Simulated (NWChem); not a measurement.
Species: Si2NH5O2; SMILES O[Si@H]1N[SiH2]O1

```xyz
10

O     -0.0852    -2.1770    -0.5196
Si    -0.0020    -0.8455     0.4474
N      1.1881     0.3694     0.0601
Si    -0.0744     1.5526    -0.1696
O     -1.1923     0.3251     0.1633
H     -0.1132    -2.0259    -1.4696
H     -0.0103    -1.4048     1.8154
H      2.1983     0.3903     0.0572
H     -0.2156     2.1165    -1.5444
H     -0.1258     2.6708     0.8154
```
Atoms are numbered in this order, from 1.

All runs use the structure optimised with PBE0/def2-SVP.

**Question.** Give the principal values of the shielding tensors (ppm) of O1, Si2, N3, Si4, O5 from KT2/pcSseg-1, GIAO (NWChem), with their diamagnetic and paramagnetic parts as GIAO splits them.

**Answer.** 
| atom | σ11 | σ22 | σ33 | isotropic | diamagnetic | paramagnetic |
|---|---|---|---|---|---|---|
| O1 | 187.9 | 232.3 | 276.6 | 232.3 | 391.1 | -158.9 |
| Si2 | 376.0 | 386.3 | 403.2 | 388.5 | 883.9 | -495.4 |
| N3 | 164.1 | 196.2 | 272.9 | 211.1 | 320.8 | -109.8 |
| Si4 | 335.9 | 361.0 | 411.7 | 369.5 | 883.1 | -513.5 |
| O5 | 186.4 | 198.8 | 313.4 | 232.8 | 393.8 | -160.9 |
